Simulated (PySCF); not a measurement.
A series of related molecules.

All values: PBE0/pcSseg-1 (PySCF) at GFN2-xTB geometries, gas phase, one conformer each.

(1) Rank by the highest IAO charge on any atom, lowest value first.
A. `C=C/C=C(/C)[SiH2]F`
B. `C=C/C=C(\C)[SiH2]C#N`
C. `C(=C(\[SiH3])C)/C=C`
D. `C=C/C=C(\C)[SiH2]OC=O`

(2) Rank by LUMO energy, lowest first.
A. `C=C/C=C(\C)[SiH3]`
B. `C=C/C=C(\C)[SiH2]OC=O`
C. `C=C/C=C(\C)[SiH2]C#N`

(3) Rank by the highest Hirshfeld charge on any atom, highest value first.
A. `C=C/C=C(\C)[SiH2]OC=O`
B. `C=C/C=C(\C)[SiH3]`
C. `C(/C=C)=C(/[SiH2]F)C`
D. `C=C/C=C(\C)[SiH2]C#N`

Answers

(1) C (+0.599 e), B (+0.755 e), D (+0.972 e), A (+1.068 e).

(2) C (-1.52 eV), B (-1.35 eV), A (-1.13 eV).

(3) C (+0.417 e), A (+0.393 e), D (+0.381 e), B (+0.303 e).

All values together:

```csv
SMILES,change,formula,μ (D),HOMO (eV),LUMO (eV),lowest IAO charge (e),highest IAO charge (e),lowest Hirshfeld charge (e),highest Hirshfeld charge (e)
C=C/C=C(\C)[SiH3],parent,C5H10Si,0.79,-6.65,-1.13,-0.426 (C),+0.599 (Si),-0.118 (C),+0.303 (Si)
C=C/C=C(\C)[SiH2]OC=O,H on Si replaced by OCHO,C6H10O2Si,2.94,-6.84,-1.35,-0.572 (O),+0.972 (Si),-0.251 (O),+0.393 (Si)
C=C/C=C(\C)[SiH2]C#N,H on Si replaced by CN,C6H9NSi,4.19,-7.11,-1.52,-0.423 (C),+0.755 (Si),-0.203 (N),+0.381 (Si)
C=C/C=C(/C)[SiH2]F,H on Si replaced by F,C5H9FSi,1.86,-6.82,-1.22,-0.545 (F),+1.068 (Si),-0.206 (F),+0.417 (Si)
```

Conformers: `[CH2:1]=[CH:2]/[CH:3]=[C:4](\[CH3:5])[SiH3:6]` with C1–C2–C3–C4 179°; `[CH2:1]=[CH:2]/[CH:3]=[C:4](\[CH3:5])[SiH2:6][O:7][CH:8]=[O:9]` with C1–C2–C3–C4 180°, C3–C4–Si6–O7 3°, C4–Si6–O7–C8 179°, Si6–O7–C8–O9 1°; `[CH2:1]=[CH:2]/[CH:3]=[C:4](\[CH3:5])[SiH2:6][C:7]#[N:8]` with C1–C2–C3–C4 180°, C3–C4–Si6–C7 122°; `[CH2:1]=[CH:2]/[CH:3]=[C:4](/[CH3:5])[SiH2:6][F:7]` with C1–C2–C3–C4 179°, C3–C4–Si6–F7 -177°.

Question: Give the shifts from the parent, `C=C/C=C(\C)[SiH3]`.

Answer: 
| SMILES | change in μ (D) | change in HOMO (eV) | change in LUMO (eV) |
| --- | --- | --- | --- |
| C=C/C=C(\C)[SiH2]OC=O | +2.15 | -0.19 | -0.22 |
| C=C/C=C(\C)[SiH2]C#N | +3.40 | -0.46 | -0.39 |
| C=C/C=C(/C)[SiH2]F | +1.07 | -0.17 | -0.09 |
